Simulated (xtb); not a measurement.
xtb job for Sn(F)2 cation (F2Sn), SMILES [F][Sn][F] (connectivity only; charge and spin as stated), charge +1, multiplicity 2, GFN2-xTB. 

```
$ xtb mol.xyz --gfn 2 --sp --chrg 1 --uhf 1 --json
$ cat mol.xyz
3

Sn     0.00000000     0.00000000     0.00000000
F      0.00000000     0.00000000    -2.20890984
F      0.00000000     0.00000000     2.20890984
```

Output:

```
[banner left out]
          |                Calculation Setup                |
           -------------------------------------------------



           -------------------------------------------------
          |                 G F N 2 - x T B                 |
           -------------------------------------------------

        Reference                      10.1021/acs.jctc.8b01176
      * Hamiltonian:
        H0-scaling (s, p, d)           1.850000    2.230000    2.230000
        zeta-weighting                 0.500000
      * Dispersion:
        s8                             2.700000
        a1                             0.520000
        a2                             5.000000
        s9                             5.000000
      * Repulsion:
        kExp                           1.500000    1.000000
        rExp                           1.000000
      * Coulomb:
        alpha                          2.000000
        third order                    shell-resolved
        anisotropic                    true
        a3                             3.000000
        a5                             4.000000
        cn-shift                       1.200000
        cn-exp                         4.000000
        max-rad                        5.000000


          ...................................................
          :                      SETUP                      :
          :.................................................:
          :  # basis functions                  18          :
          :  # atomic orbitals                  17          :
          :  # shells                            7          :
          :  # electrons                        17          :
          :  max. iterations                   250          :
          :  Hamiltonian                  GFN2-xTB          :
          :  restarted?                      false          :
          :  GBSA solvation                  false          :
          :  PC potential                    false          :
          :  electronic temp.          300.0000000     K    :
          :  accuracy                    1.0000000          :
          :  -> integral cutoff          0.2500000E+02      :
          :  -> integral neglect         0.1000000E-07      :
          :  -> SCF convergence          0.1000000E-05 Eh   :
          :  -> wf. convergence          0.1000000E-03 e    :
          :  Broyden damping             0.4000000          :
          :  net charge                          1          :
          :  unpaired electrons                  1          :
          ...................................................

 iter      E             dE          RMSdq      gap      omega  full diag
   1     24.1613344  0.241613E+02  0.859E+01    0.58       0.0  T
   2     -7.2315664 -0.313929E+02  0.413E+01    0.00       1.0  T
   3     -8.7494798 -0.151791E+01  0.249E+01    7.76       1.0  T
   4     -9.5719331 -0.822453E+00  0.332E+01   12.41       1.0  T
   5     -9.2814332  0.290500E+00  0.212E+01   12.25       1.0  T
   6     62.3515756  0.716330E+02  0.120E+02   15.03       1.0  T
   7     59.6423113 -0.270926E+01  0.917E+01   12.40       1.0  T
   8     58.9946689 -0.647642E+00  0.833E+01   11.84       1.0  T
   9     -9.1569555 -0.681516E+02  0.395E+01   12.16       1.0  T
  10    -10.7028928 -0.154594E+01  0.118E+01   11.38       1.0  T
  11    -10.7816081 -0.787153E-01  0.107E+01   10.84       1.0  T
  12     -9.1648228  0.161679E+01  0.165E+01   11.96       1.0  T
  13    -11.0766043 -0.191178E+01  0.507E+01    6.20       1.0  T
  14    -10.9210189  0.155585E+00  0.385E+01    8.50       1.0  T
  15    -10.9608359 -0.398170E-01  0.474E+01    7.79       1.0  T
  16    -10.9880883 -0.272523E-01  0.442E+01    7.55       1.0  T
  17    -11.0776245 -0.895362E-01  0.276E+01    6.58       1.0  T
  18    -11.0659925  0.116320E-01  0.951E+00    7.11       1.0  T
  19    -11.0929313 -0.269388E-01  0.123E+01    6.06       1.0  T
  20    -11.0855812  0.735006E-02  0.806E+00    6.54       1.0  T
  21    -11.0933027 -0.772154E-02  0.102E+01    6.07       1.0  T
  22    -11.0913797  0.192303E-02  0.867E+00    6.23       1.0  T
  23    -11.0933425 -0.196277E-02  0.901E+00    6.09       1.0  T
  24    -11.0935037 -0.161174E-03  0.921E+00    6.07       1.0  T
  25    -11.0937703 -0.266625E-03  0.900E+00    6.05       1.0  T
  26    -11.0931905  0.579769E-03  0.705E+00    6.13       1.0  T
  27    -11.0936667 -0.476176E-03  0.611E+00    6.11       1.0  T
  28    -11.0939314 -0.264663E-03  0.604E+00    6.09       1.0  T
  29    -11.0939466 -0.152849E-04  0.480E+00    6.11       1.0  T
  30    -11.0944059 -0.459309E-03  0.416E+00    6.07       1.0  T
  31    -11.0946408 -0.234837E-03  0.331E+00    6.06       1.0  T
  32    -11.0949826 -0.341814E-03  0.273E+00    6.03       1.0  T
  33    -11.0952014 -0.218830E-03  0.203E+00    6.00       1.0  T
  34    -11.0953901 -0.188640E-03  0.150E+00    5.97       1.0  T
  35    -11.0954900 -0.998848E-04  0.100E+00    5.95       1.0  T
  36    -11.0955490 -0.590855E-04  0.659E-01    5.93       1.0  T
  37    -11.0955730 -0.239894E-04  0.388E-01    5.92       1.0  T
  38    -11.0955836 -0.106074E-04  0.229E-01    5.91       1.0  T
  39    -11.0955869 -0.330646E-05  0.119E-01    5.90       1.0  T
  40    -11.0955881 -0.116687E-05  0.638E-02    5.90       1.0  T
  41    -11.0955884 -0.278781E-06  0.289E-02    5.90       2.0  T
  42    -11.0955885 -0.884431E-07  0.132E-02    5.89       4.4  T
  43    -11.0955885 -0.138347E-07  0.103E-03    5.89      56.1  T
  44    -11.0955885 -0.107429E-08  0.940E-04    5.89      61.4  T
  45    -11.0955885 -0.956568E-11  0.581E-04    5.89      99.4  T

   *** convergence criteria satisfied after 45 iterations ***

         #    Occupation            Energy/Eh            Energy/eV
      -------------------------------------------------------------
         1        2.0000           -1.2467512             -33.9258
       ...           ...                  ...                  ...
         3        2.0000           -1.0564394             -28.7472
         4        2.0000           -0.7798527             -21.2209
         5        2.0000           -0.7784305             -21.1822
         6        2.0000           -0.7784305             -21.1822
         7        2.0000           -0.7675975             -20.8874
         8        2.0000           -0.7675975             -20.8874
         9        1.0000           -0.7478398             -20.3498 (HOMO)
        10                         -0.5312565             -14.4562 (LUMO)
        11                         -0.5312565             -14.4562
        12                         -0.5217059             -14.1963
        13                         -0.5217059             -14.1963
        14                         -0.5050780             -13.7439
       ...                                ...                  ...
        17                         -0.1618973              -4.4054
      -------------------------------------------------------------
                  HL-Gap            0.2165833 Eh            5.8935 eV
             Fermi-level           -0.6984687 Eh          -19.0063 eV

 SCC (total)                   0 d,  0 h,  0 min,  0.004 sec
 SCC setup                      ...        0 min,  0.000 sec (  1.767%)
 Dispersion                     ...        0 min,  0.000 sec (  0.588%)
 classical contributions        ...        0 min,  0.000 sec (  0.384%)
 integral evaluation            ...        0 min,  0.000 sec (  7.457%)
 iterations                     ...        0 min,  0.003 sec ( 80.304%)
 molecular gradient             ...        0 min,  0.000 sec (  7.834%)
 printout                       ...        0 min,  0.000 sec (  1.400%)

         :::::::::::::::::::::::::::::::::::::::::::::::::::::
         ::                     SUMMARY                     ::
         :::::::::::::::::::::::::::::::::::::::::::::::::::::
         :: total energy             -11.095399496701 Eh    ::
         :: gradient norm              0.000002627279 Eh/a0 ::
         :: HOMO-LUMO gap              5.893531795114 eV    ::
         ::.................................................::
         :: SCC energy               -11.095588598222 Eh    ::
         :: -> isotropic ES            0.063248889134 Eh    ::
         :: -> anisotropic ES          0.000573378733 Eh    ::
         :: -> anisotropic XC         -0.010876050591 Eh    ::
         :: -> dispersion             -0.000798701594 Eh    ::
         :: repulsion energy           0.000189101521 Eh    ::
         :: add. restraining           0.000000000000 Eh    ::
         :: total charge               1.000000000067 e     ::
         :::::::::::::::::::::::::::::::::::::::::::::::::::::

           -------------------------------------------------
          |                Property Printout                |
           -------------------------------------------------

    * Orbital Energies and Occupations

         #    Occupation            Energy/Eh            Energy/eV
      -------------------------------------------------------------
         1        2.0000           -1.2467512             -33.9258
         2        2.0000           -1.0639251             -28.9509
         3        2.0000           -1.0564394             -28.7472
         4        2.0000           -0.7798527             -21.2209
         5        2.0000           -0.7784305             -21.1822
         6        2.0000           -0.7784305             -21.1822
         7        2.0000           -0.7675975             -20.8874
         8        2.0000           -0.7675975             -20.8874
         9        1.0000           -0.7478398             -20.3498 (HOMO)
        10                         -0.5312565             -14.4562 (LUMO)
        11                         -0.5312565             -14.4562
        12                         -0.5217059             -14.1963
        13                         -0.5217059             -14.1963
        14                         -0.5050780             -13.7439
        15                         -0.5050780             -13.7439
        16                         -0.2993343              -8.1453
        17                         -0.1618973              -4.4054
      -------------------------------------------------------------
                  HL-Gap            0.2165833 Eh            5.8935 eV
             Fermi-level           -0.6984687 Eh          -19.0063 eV

     #   Z          covCN         q      C6AA      α(0)
     1  50 Sn       1.302     0.948   435.002    45.494
     2   9 F        0.651     0.026     9.166     3.573
     3   9 F        0.651     0.026     9.166     3.573

 Mol. C6AA /au·bohr⁶  :        691.827906
 Mol. C8AA /au·bohr⁸  :      65427.925335
 Mol. α(0) /au        :         52.639953


Wiberg/Mayer (AO) data.
largest (>0.10) Wiberg bond orders for each atom

 ---------------------------------------------------------------------------
     #   Z sym  total        # sym  WBO       # sym  WBO       # sym  WBO
 ---------------------------------------------------------------------------
     1  50 Sn   1.897 --     3 F    0.948     2 F    0.948
     2   9 F    1.388 --     1 Sn   0.948     3 F    0.440
     3   9 F    1.388 --     1 Sn   0.948     2 F    0.440
 ---------------------------------------------------------------------------

Topologies differ in total number of bonds
Writing topology from bond orders to xtbtopo.mol

molecular dipole:
                 x           y           z       tot (Debye)
 q only:        0.000       0.000      -0.000
   full:       -0.000       0.000      -0.000       0.000
molecular quadrupole (traceless):
                xx          xy          yy          xz          yz          zz
 q only:       -0.456       0.000      -0.456       0.000       0.000       0.911
Note: The following floating-point exceptions are signalling: IEEE_INVALID_FLAG IEEE_UNDERFLOW_FLAG IEEE_DENORMAL
normal termination of xtb
  q+dip:       -0.278       0.000      -0.278      -0.000      -0.000       0.556
   full:        4.011      -0.000       4.011      -0.000      -0.000      -8.023


           -------------------------------------------------
          | TOTAL ENERGY              -11.095399496701 Eh   |
          | GRADIENT NORM               0.000002627279 Eh/α |
          | HOMO-LUMO GAP               5.893531795114 eV   |
           -------------------------------------------------

------------------------------------------------------------------------
------------------------------------------------------------------------
 total:
 SCF:
```

The run converged.

Cost: about 0.020 core-seconds (a rough figure).
